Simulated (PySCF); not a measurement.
Dipole moment and polarisability of `CO[C@@]1(F)C[SiH2]1`

C3H7FOSi.
SMILES with atom numbers: `[CH3:1][O:2][C@@:3]1([F:4])[CH2:5][SiH2:6]1` (hydrogens: H7, H8, H9 on C1; H10, H11 on C5; H12, H13 on Si6)

Cartesian coordinates in Å at the GFN2-xTB level; atoms count from 1:
```
atom  x, y, z in Å
C1     1.980    0.449    0.096
O2     0.853    0.077    0.882
C3    -0.360    0.360    0.322
F4    -0.554    1.735    0.217
C5    -0.829   -0.401   -0.924
Si6   -1.846   -0.776    0.628
H7     1.964   -0.053   -0.876
H8     2.856    0.136    0.659
H9     2.003    1.531   -0.058
H10   -1.236    0.223   -1.708
H11   -0.127   -1.128   -1.309
H12   -1.565   -2.015    1.323
H13   -3.142   -0.138    0.730
```

Level: PBE0/def2-SVPD (PySCF), static field, nuclei fixed, core orbitals frozen in the response. The polarisability tensor in these axes (au):

```
x   82.30  8.56 -6.09
y    8.56 64.06 -3.59
z   -6.09 -3.59 63.30
```

**Question.** Diagonalise the tensor; give its mean and Δα, where Δα² is half the sum of the squared differences of the eigenvalues.

**Answer.** Principal values 59.88, 62.08 and 87.69 au; mean 69.89 au = 10.36 Å³ = 11.52 × 10⁻⁴⁰ C²·m²/J; Δα = 26.78 au (38 % of the mean).

**Question.** What is the dipole moment, and where does it point?

**Answer.** (0.05, -1.54, -1.07) D, 1.88 D in size, pointing from the negative to the positive side. Measured along this direction, the outermost atoms are F4 at the negative end and H11 at the positive end.

**Question.** Give the eigenvalues of the traceless quadrupole moment Θ = ½Σq(3rr − r²1), origin at the centre of nuclear charge.

**Answer.** -5.51, -2.76, 8.27 D·Å. The values depend on the origin, since the dipole doesn't vanish. The electronic extent ⟨r²⟩ about the same centre is 726 bohr², a root-mean-square distance of 1.91 Å for the 56 electrons.

**Question.** In a dilute gas of rigid molecules at 298 K, how does the orientational term μ²/3kT compare with the electronic polarisability?

**Answer.** In Gaussian units μ²/3kT = 28.63 Å³ against 10.36 Å³, a ratio of 2.76; the Debye molar polarisation (4π/3)N_A(α + μ²/3kT) is 98.3 cm³/mol, leaving out the vibrational part.

**Question.** Find the Langevin capture rate constant for H3O+ (19.018 u) meeting this molecule (106.025 u), k = 2.342 × 10⁻⁹ cm³/s × √(α in Å³ / reduced mass in u).

**Answer.** The reduced mass is 16.13 u, so k = 1.88 × 10⁻⁹ cm³/s. The formula leaves out the permanent dipole, which adds to the capture rate.

Isolated species at its GFN2-xTB geometry (one conformer only).

These values come from a run that also computed excited states. The run took 34 s wall on one thread of an Intel Xeon at 2.70 GHz, no GPU, on a shared host, and the process peaked at 0.75 GiB of memory.
